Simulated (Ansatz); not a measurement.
The molecule Si$_{2}$-, multiplicity 4 (an upper state: multiplicity 2 came lower at CCSD(T)/def2-TZVPP on PBE0 minima).

The constants come from a fifth-degree fit in 1/R (seven points, main isotopes). In def2 and cc sets the state is the lowest found near the PBE0 minimum, followed along R.

Run with Ansatz (an electronic-structure program) with Gaussian orbitals. Each number belongs to the level named beside it.

```json
[
 {"level": "PBE/def2-TZVPP", "r_e (Å)": "2.449", "ω_e (cm⁻¹)": "373", "ω_e x_e (cm⁻¹)": "1.7", "α_e (cm⁻¹)": "0.0013"},
 {"level": "PBE0/def2-TZVPP", "r_e (Å)": "2.413", "ω_e (cm⁻¹)": "403", "ω_e x_e (cm⁻¹)": "1.6", "α_e (cm⁻¹)": "0.0012"},
 {"level": "wB97X-V/def2-TZVPP", "r_e (Å)": "2.384", "ω_e (cm⁻¹)": "433", "ω_e x_e (cm⁻¹)": "1.5", "α_e (cm⁻¹)": "0.0011"},
 {"level": "CCSD/def2-TZVPP", "r_e (Å)": "2.408", "ω_e (cm⁻¹)": "410", "ω_e x_e (cm⁻¹)": "1.7", "α_e (cm⁻¹)": "0.0013"},
 {"level": "CCSD(T)/def2-TZVPP", "r_e (Å)": "2.423", "ω_e (cm⁻¹)": "395", "ω_e x_e (cm⁻¹)": "1.9", "α_e (cm⁻¹)": "0.0014"}
]
```

Frozen-core correlation.
